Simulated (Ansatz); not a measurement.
System (SMILES): N[BH] (BH-NH2), doublet.
Atoms: B1, N2, H3, H4, H5. Bonds: B1-N2, B1-H3, N2-H4, N2-H5.

Basis-set convergence of the optimised B1-H3 bond length at HF with Ansatz (a quantum-chemistry and plane-wave program). All functions are spherical. The program fits the integrals of some runs and decomposes those of others, by size. Open shells are unrestricted. No added dispersion term, no relativity. Reference: the value in def2-QZVPPD, 1.1878 Å, itself unsure by roughly 0.0002 Å (its mean distance from pcseg-3, def2-QZVPP, cc-pVQZ). Deviations are taken from unrounded values.

```json
[
 {"basis": "6-31G", "functions": "24", "optimised B1-H3 bond length (Å)": "1.1883", "minus reference (Å)": "0.0004"},
 {"basis": "pcseg-0", "functions": "24", "optimised B1-H3 bond length (Å)": "1.1876", "minus reference (Å)": "-0.0002"},
 {"basis": "6-311G**", "functions": "54", "optimised B1-H3 bond length (Å)": "1.1899", "minus reference (Å)": "0.0021"},
 {"basis": "aug-pcseg-1", "functions": "73", "optimised B1-H3 bond length (Å)": "1.1916", "minus reference (Å)": "0.0038"},
 {"basis": "6-311++G(2d,2p)", "functions": "84", "optimised B1-H3 bond length (Å)": "1.1879", "minus reference (Å)": "0.0001"},
 {"basis": "def2-TZVPD", "functions": "101", "optimised B1-H3 bond length (Å)": "1.1894", "minus reference (Å)": "0.0015"},
 {"basis": "cc-pVTZ", "functions": "102", "optimised B1-H3 bond length (Å)": "1.1889", "minus reference (Å)": "0.0011"},
 {"basis": "def2-TZVPP", "functions": "104", "optimised B1-H3 bond length (Å)": "1.1886", "minus reference (Å)": "0.0008"},
 {"basis": "jun-cc-pV(T+d)Z", "functions": "120", "optimised B1-H3 bond length (Å)": "1.1886", "minus reference (Å)": "0.0007"},
 {"basis": "aug-cc-pVTZ", "functions": "161", "optimised B1-H3 bond length (Å)": "1.1886", "minus reference (Å)": "0.0007"},
 {"basis": "cc-pVQZ", "functions": "200", "optimised B1-H3 bond length (Å)": "1.1881", "minus reference (Å)": "0.0002"},
 {"basis": "pcseg-3", "functions": "219", "optimised B1-H3 bond length (Å)": "1.1875", "minus reference (Å)": "-0.0003"},
 {"basis": "def2-QZVPPD", "functions": "225", "optimised B1-H3 bond length (Å)": "1.1878", "minus reference (Å)": "0.0000"}
]
```

The smallest set listed that lies within 0.003 Å of the reference with all its larger relatives (same family, alike in diffuse functions; a set with none counts only in the reference's own line) is 6-311++G(2d,2p) (84 functions, 0.0001 Å off). Inside the window by cancellation, since a larger relative falls out: 6-31G, pcseg-0. Inside, with no larger relative to test it: 6-311G**, pcseg-3. (Relatives not listed, tested too: 6-31G* 0.0031, pcseg-1 0.0032, 6-31G** 0.0029, pcseg-2 0.0005, def2-TZVPPD 0.0007, 6-311++G(3df,3pd) 0.0001, def2-QZVP 0.0001, def2-QZVPP 0.0001 Å.)
